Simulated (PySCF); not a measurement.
Ligands exchanged one at a time, Ge C2H5-I. Isolated molecules, 0 K electronic values unless said otherwise. One relaxed conformer stands for each flexible species; it need not be the lowest. Strings in code marks are SMILES.

Calculation: PBE-D3(BJ)/def2-TZVP // B3LYP-D3(BJ)/def2-SVP (PySCF 2.14.0). Excitations are Tamm–Dancoff values on a coarser integration grid. The basis has no diffuse functions, so Rydberg states are missing or too high.

```json
[
 {"species": "0 of 4 C2H5 replaced by I (`C[CH2][Ge]([CH2]C)([CH2]C)[CH2]C`)", "HOMO (eV)": "-6.23", "S1–T1 gap (TDA) (eV)": "–", "S1 oscillator strength": "0.008", "S1 excitation (TDA) (eV)": "6.34"},
 {"species": "1 of 4 C2H5 replaced by I (`C[CH2][Ge]([I])([CH2]C)[CH2]C`)", "HOMO (eV)": "-5.93", "S1–T1 gap (TDA) (eV)": "0.43", "S1 oscillator strength": "0.016", "S1 excitation (TDA) (eV)": "5.05"},
 {"species": "2 of 4 C2H5 replaced by I", "HOMO (eV)": "-6.20", "S1–T1 gap (TDA) (eV)": "0.49", "S1 oscillator strength": "0.054", "S1 excitation (TDA) (eV)": "4.22"},
 {"species": "4 of 4 C2H5 replaced by I (`[I][Ge]([I])([I])[I]`)", "HOMO (eV)": "-6.66", "S1–T1 gap (TDA) (eV)": "–", "S1 oscillator strength": "0.000", "S1 excitation (TDA) (eV)": "2.49"}
]
```
